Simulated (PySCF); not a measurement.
## Working out the ionisation energy of Co

Co [Ar] 3d7 4s2 (4F) → Co⁺ [Ar] 3d8 (3F). Calculation: PySCF 2.14, in aug-cc-pVDZ-DK; scalar relativity by spin-free X2C-1e. Frozen: [Ar]. Energies in hartree (1 hartree = 27.21139 eV):

```tsv
part	Co (lower)	Co⁺ (upper)
UHF	-1391.879283	-1391.575160
MP2 opposite-spin	-0.132408	-0.150436
MP2 same-spin	-0.085449	-0.094932
```

What does Hartree-Fock give?

(-1391.575160) − (-1391.879283) = 0.304123 hartree = 8.276 eV.

What do MP2 and SCS-MP2 (6/5 opposite-spin, 1/3 same-spin) give?

The opposite-spin parts differ by -0.491 eV and the same-spin parts by -0.258 eV. MP2: 8.276 + (-0.491) + (-0.258) = 7.527 eV. SCS-MP2: 8.276 + 1.2 × (-0.491) + (-0.258)/3 = 7.601 eV.

Measured between the centres of the two terms (NIST): 7.869 eV, so MP2 (valence) is off by -0.342 eV.

A double-zeta basis recovers only part of the correlation energy.

What remains against the reference includes basis incompleteness, the frozen core and correlation beyond second order.
